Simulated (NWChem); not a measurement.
InH₂OF; SMILES [InH]([F])[OH]

```xyz
5

In    -0.2954     0.0096     0.0000
H     -1.9878    -0.0771     0.0000
F      0.8246    -1.6051     0.0000
O      0.9017     1.5914     0.0000
H      1.8287     1.3223     0.0000
```
Atoms are numbered in this order, from 1.

Results from NWChem. All runs use the structure optimised with PBE0/def2-SVP. def2 effective core potentials on In; no spin-orbit coupling. Level r2SCAN/def2-SVP: energy and gradient on several grids; changes count from the extra-fine grid, which is no exact limit either.

Task: Which is the coarsest grid (fine; xcoarse; medium; xfine; coarse) from which on the energy stays within 100 μHa and each gradient component within 200 μHa/bohr of xfine?

Result: fine.
```
grid     size of the energy change (μHa)  largest change of a gradient component (μHa/bohr)
-------  -------------------------------  -------------------------------------------------
xcoarse                             4000                                              10000
coarse                               500                                               1000
medium                                70                                                300
fine                                  10                                                 60
xfine                               < 10                                               < 30
```
